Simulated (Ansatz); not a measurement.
Hf2(OH)8 (Hf₂O₈H₈), relaxed as a singlet with RKS PBE-D4/def2-SVP in Ansatz, starting from the GFN1-xTB geometry. Force threshold 0.03 eV/Å.

In the def2 sets Hf takes a core potential; there is no spin–orbit coupling. The relaxation made no stability test and no search for a lower SCF solution.

Start:

```
atom    x (Å)    y (Å)    z (Å)
 Hf1   0.0296   1.4070   0.8778
  O2  -1.5526   1.8047   1.8581
  O3   1.2975   2.0050   2.1561
  O4   0.3505   2.6537  -0.5200
  O5   1.0041  -0.4225   0.7412
 Hf6   0.0256  -1.4674  -0.7598
  O7   1.3481  -2.8279  -0.6917
  O8  -1.5138  -2.5482  -0.4855
  O9   0.2213  -0.9470  -2.5778
 O10  -1.1358   0.2705  -0.4574
 H11  -1.6911   2.3352   2.6467
 H12   1.9091   2.6674   2.4799
 H13  -0.0703   2.6244  -1.3832
 H14   1.8435  -0.6577   1.1468
 H15   1.9191  -3.4017  -1.2054
 H16  -1.6283  -3.5016  -0.4928
 H17  -0.2651  -0.2239  -2.9828
 H18  -2.0916   0.2299  -0.3501
```

Estimate the energy that the relaxation releases and the steps that it takes.

101.4 kJ/mol, in 18 steps; 41 s on 2 threads of AMD EPYC 7R13 on a shared host and a share (18 GiB) of an NVIDIA H100 80GB HBM3. The force fell under the threshold at step 15, but the optimiser went on. No frequencies were taken in this run, so the end may be a saddle point.

Does the start keep its bonding?

By distances, no bond broke or formed. The bond that changes most is Hf1–O5, from 2.08 to 2.19 Å (atoms count from 1).

Predict the relaxed structure.


Cartesian coordinates in Å:
```
Hf 0.038 1.637 0.815
O -1.618 1.895 1.864
O 1.354 1.937 2.229
O 0.256 3.118 -0.434
O 1.212 -0.082 0.131
Hf 0.015 -1.539 -0.975
O 1.367 -2.896 -0.586
O -1.609 -2.579 -0.543
O 0.119 -1.237 -2.897
O -1.143 0.179 -0.287
H -1.812 2.274 2.735
H 1.947 1.918 2.988
H -0.128 3.937 -0.775
H 2.151 -0.213 0.342
H 2.012 -3.545 -0.288
H -1.784 -3.521 -0.395
H -0.269 -1.404 -3.767
H -2.107 0.123 -0.158
```
Bond lengths (bridged metal pairs left out): 10 × Hf–O 1.95 to 2.19 Å; 8 × H–O 0.96 to 0.97 Å.
